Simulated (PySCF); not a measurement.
# Polarisability and C₆ of Re³⁺ (rhenium, charge +3)

[Xe] 4f14 5d4, high-spin 5D determinant. Computed with PySCF 2.14 in x2c-TZVPPall with one added diffuse shell each of s, p, d, f type (12s8p8d4f1g, 113 functions), with the spin-free X2C one-electron Hamiltonian (Gaussian nucleus). Coupled (time-dependent) response in atomic units; α is the mean over directions.

```
method  mean α (bohr³)         α xx, yy, zz  C₆ (like pair)  S(−4)
  PBE0           7.255  6.928, 6.928, 7.909           38.40  14.46
```

S(−4) is the Cauchy moment in α(ω) = α(0) + S(−4) ω² + …

Spin-orbit coupling is absent.

α(iu) at PBE0:

```tsv
u (hartree)	α(iu) (bohr³)
0	7.255
0.0500	7.220
0.100	7.116
0.200	6.750
0.300	6.266
0.500	5.273
0.750	4.253
1.00	3.481
1.50	2.433
2.00	1.779
3.00	1.053
5.00	0.4809
```

A single London oscillator, α(iu) = α/(1 + u²/ω²), gives C₆ = (3/4) ω α². Matching the computed C₆ needs ω = 4 × 38.40 / (3 × 7.255²) = 0.973 hartree.

For an ion, C₆ is the dispersion term alone; charge-induced terms of lower order in 1/R come first.

The components differ because the open shell of this determinant is not spherical; for a pure term their mean is the scalar polarisability.

Spin-orbit coupling, absent here, splits the open shell strongly.
